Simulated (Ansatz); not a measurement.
CH8O2Si2 can be A, `CO[SiH2][SiH2]O`, or B, `C[Si](O)(O)[SiH3]`.

Calculated with Ansatz (gas phase, PBE0-D4/def2-TZVP geometries, no zero-point term in ΔE). CCSD(T)/CBS adds triple-zeta CCSD(T) − MP2 to the extrapolated MP2 energy (def2 sets, frozen cores). Functionals use def2-TZVPP. B3LYP here is the variant with VWN-RPA as its local correlation; programs differ in this. One conformer a species, not always the lowest.

Problem. Which isomer does CCSD(T)/CBS put lower? Give the gap. (Estimate.)

Solution. Computed: B, by 32.2 kcal/mol.

Problem. Give E(B) − E(A) in kcal/mol with HF/def2-TZVPP, B3LYP-D4, PBE0-D4, B3LYP, MP2/def2-TZVPP, CCSD/def2-TZVPP, PBE-D4. (Best estimate.)

Solution. Ansatz gave: HF/def2-TZVPP -26.9, B3LYP-D4 -30.3, PBE0-D4 -32.1, B3LYP -29.1, MP2/def2-TZVPP -32.9, CCSD/def2-TZVPP -31.1, PBE-D4 -31.7. None reverses the order clearly.

Largest T1 diagnostic: 0.012.

In def2-TZVPP, CCSD(T) changes the Hartree–Fock value by −4.7 kcal/mol (the triples alone add −0.5 kcal/mol) and MP2 by −6.0 kcal/mol. The D4 term adds −1.1 kcal/mol with B3LYP and −0.6 kcal/mol with PBE0; it sums over pairs of atoms, weighted by their polarisabilities, and B3LYP, whose exchange is more repulsive, gets the larger term.
